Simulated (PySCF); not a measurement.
A structure optimised at B3LYP-D3(BJ)/def2-SVP, used in a PySCF frequency run:

```
N
C 1 1.4505
H 2 1.0981 1 110.71
H 2 1.1066 3 107.66 1 -121.17
H 2 1.1083 3 108.24 4 -115.65
C 1 1.4535 2 113.94 3 -178.18
H 6 1.0996 1 110.57 2 178.72
H 6 1.1069 7 107.72 1 121.26
H 6 1.1083 7 108.06 8 115.53
Si 1 1.7232 2 124.95 3 14.71
O 10 1.6579 1 109.80 2 -154.84
H 11 0.9656 10 116.27 1 55.35
H 10 1.4788 11 103.98 12 -177.80
Cl 10 2.0868 13 106.53 11 -118.21
```

Q: Write its SMILES and formula.

A: CN(C)[SiH](O)Cl, C2H8ClNOSi

Q: What are its rotational constants (standard atomic weights)?

A: 3.0488, 1.7651, 1.2040 GHz
